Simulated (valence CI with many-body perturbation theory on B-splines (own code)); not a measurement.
Ladder of approximations for Nd37+

Computed by valence CI with perturbative core correlation (CI+MBPT): five valence electrons over a frozen Dirac-Fock core [Ar], a basis of 7 s, 7 p, 8 d, 6 f, 4 g, 1 h functions for each j, with the one-electron correlation potential Σ1 (screened to all orders), the two-electron term Σ2, the three-electron term Σ3, Breit, model QED; selected single and double excitations, second order for the rest (own B-spline code, finite nucleus).

The last digits are not significant, and no measured levels were compared; by estimate large intervals hold to a few tenths of a per cent, small ones and those within an open d or f shell to about a per cent. Only levels of the ground parity were solved; by the run's estimate the other parity begins above the list, which can be wrong where configurations are misplaced.

Each rung adds one term. CI alone is the Dirac-Coulomb CI over the frozen core; QED comes last and gives the full result, which names the levels. Energies are above (3d3/2^4 3d5/2) J=5/2 on the same rung, in cm⁻¹.

Levels are named by their leading jj configuration (3d3/2^4 stands for four electrons in 3d with j = 3/2), which in mixed levels can hold well under half, so a name can repeat and another be missing. Letters in brackets count levels of one name in rising energy.

```
                      Level  CI alone
(3d3/2^3 3d5/2^2) J=5/2 [a]    140542
(3d3/2^3 3d5/2^2) J=7/2 [a]    220146
(3d3/2^3 3d5/2^2) J=3/2 [a]    226326
   (3d3/2^3 3d5/2^2) J=11/2    234330
    (3d3/2^3 3d5/2^2) J=9/2    258296
(3d3/2^3 3d5/2^2) J=5/2 [b]    269925
    (3d3/2^3 3d5/2^2) J=1/2    279983
(3d3/2^3 3d5/2^2) J=7/2 [b]    310898
(3d3/2^2 3d5/2^3) J=5/2 [a]    357605
(3d3/2^3 3d5/2^2) J=3/2 [b]    376762
(3d3/2^2 3d5/2^3) J=7/2 [a]    400769
   (3d3/2^2 3d5/2^3) J=11/2    408983
(3d3/2^2 3d5/2^3) J=9/2 [a]    423446
(3d3/2^2 3d5/2^3) J=1/2 [a]    433684
   (3d3/2^2 3d5/2^3) J=13/2    445344
(3d3/2^2 3d5/2^3) J=3/2 [a]    443325
```

(1) What do these energies become with core correlation, Breit and QED?

(2) How does the ionisation energy move along the ladder, and which term matters most?

Answers

(1) (3d3/2^3 3d5/2^2) J=5/2 [a] 141523 (+982); (3d3/2^3 3d5/2^2) J=7/2 [a] 216475 (-3671); (3d3/2^3 3d5/2^2) J=3/2 [a] 223638 (-2688); (3d3/2^3 3d5/2^2) J=11/2 226717 (-7613); (3d3/2^3 3d5/2^2) J=9/2 252371 (-5925); (3d3/2^3 3d5/2^2) J=5/2 [b] 265019 (-4906); (3d3/2^3 3d5/2^2) J=1/2 275572 (-4411); (3d3/2^3 3d5/2^2) J=7/2 [b] 303024 (-7874); (3d3/2^2 3d5/2^3) J=5/2 [a] 355168 (-2437); (3d3/2^3 3d5/2^2) J=3/2 [b] 372034 (-4728); (3d3/2^2 3d5/2^3) J=7/2 [a] 394957 (-5811); (3d3/2^2 3d5/2^3) J=11/2 401458 (-7525); (3d3/2^2 3d5/2^3) J=9/2 [a] 415291 (-8155); (3d3/2^2 3d5/2^3) J=1/2 [a] 429475 (-4209); (3d3/2^2 3d5/2^3) J=13/2 433268 (-12076); (3d3/2^2 3d5/2^3) J=3/2 [a] 439012 (-4313).

(2) CI alone 2614.7, + Σ1 2617.0, + Σ2 2627.1, + Σ3 2627.3, + Breit 2626.7, + QED 2626.7 eV. The largest step is Σ2, 10.1 eV. NIST lists 2627 ± 4 eV (theoretical).
